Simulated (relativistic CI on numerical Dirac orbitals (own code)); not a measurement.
**Radial parameters of Pm⁴²⁺**

Computed by Dirac-Coulomb-Breit CI, KLI orbitals optimised for each configuration, a model potential for QED, unscaled Slater integrals (own radial code, finite nucleus).

Slater integrals F^k, G^k are unscaled and averaged over j, outside the closed core [Ne]; ζ comes from projecting the Hamiltonian with its Breit term on Σ l·s of the shell.

- 3s²3p⁶3d: ζ(3d) = 98957 cm⁻¹; <r>(3d) = 0.2094, <r^2>(3d) = 0.0507 (bohr units).
- 3s²3p⁵3d²: ζ(3p) = 724490, F^2(3d,3d) = 488770, F^4(3d,3d) = 316110, F^2(3p,3d) = 419890, G^1(3p,3d) = 442680, G^3(3p,3d) = 297220, ζ(3d) = 97958 cm⁻¹; <r>(3p) = 0.2362, <r^2>(3p) = 0.06448, <r>(3d) = 0.2097, <r^2>(3d) = 0.05086 (bohr units).
- 3s3p⁶3d²: F^2(3d,3d) = 488380, F^4(3d,3d) = 315850, G^2(3s,3d) = 334380, ζ(3d) = 98455 cm⁻¹; <r>(3s) = 0.242, <r^2>(3s) = 0.06681, <r>(3d) = 0.2099, <r^2>(3d) = 0.05094 (bohr units).

Give the Racah parameters of the d shell in 3s²3p⁵3d².

B = F²/49 − 5F⁴/441 = 6391 cm⁻¹ and C = 35F⁴/441 = 25088 cm⁻¹.

Averages of the first 10 configurations, taken without configuration mixing, which lowers the lowest level and can move excited configurations by several eV; other configurations of the list can lie among them:

```csv
Configuration,Parity,States,Average energy above the lowest level (eV)
3s²3p⁶3d,even,10,19.0
3s²3p⁵3d²,odd,270,293.0
3s3p⁶3d²,even,90,547.2
3s²3p⁶4s,even,2,1304.7
3s²3p⁶4p,odd,6,1399.9
3s²3p⁶4d,even,10,1511.9
3s²3p⁵3d4s,odd,120,1570.0
3s²3p⁶4f,odd,14,1598.3
3s²3p⁵3d4p,even,360,1665.4
3p⁶3d³,even,120,1084.8
```
